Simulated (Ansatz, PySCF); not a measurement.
Input for Ansatz (a program for electronic structure):
Ansatz 0.2 input:
```yaml
crystal:
  periodic: [false, false, false]
  atoms:
    - {symbol: Al, position_ang: [0.44002451, -0.09977454, 0.26333881]}
    - {symbol: C, position_ang: [-0.05333652, 1.40742987, -0.99749356]}
    - {symbol: H, position_ang: [-0.86612180, 2.02472343, -0.60563875]}
    - {symbol: H, position_ang: [-0.37041732, 1.04109293, -1.97751446]}
    - {symbol: H, position_ang: [0.81040018, 2.05814325, -1.15112478]}
    - {symbol: F, position_ang: [-0.55268450, -1.36349663, 0.69953719]}
basis:
  gaussian:
    orbitals: cc-pVDZ
hamiltonian:
  xc: hf
magnetization: {spin_polarized: true, initial_magnetization: 1}
accuracy: high
```

Question: Write the same job for PySCF.

Answer: This is not unique; one that fits is 
```python
from pyscf import gto, scf

mol = gto.M(
    atom='''
Al    0.44002451   -0.09977454    0.26333881
C    -0.05333652    1.40742987   -0.99749356
H    -0.86612180    2.02472343   -0.60563875
H    -0.37041732    1.04109293   -1.97751446
H     0.81040018    2.05814325   -1.15112478
F    -0.55268450   -1.36349663    0.69953719
''',
    basis='cc-pvdz',
    spin=1,
    verbose=3,
)

mf = scf.UHF(mol)
mf.kernel()
```

Both were run: Ansatz gave -381.019300 Eh and PySCF -381.019300 Eh, 0.000 mEh apart.
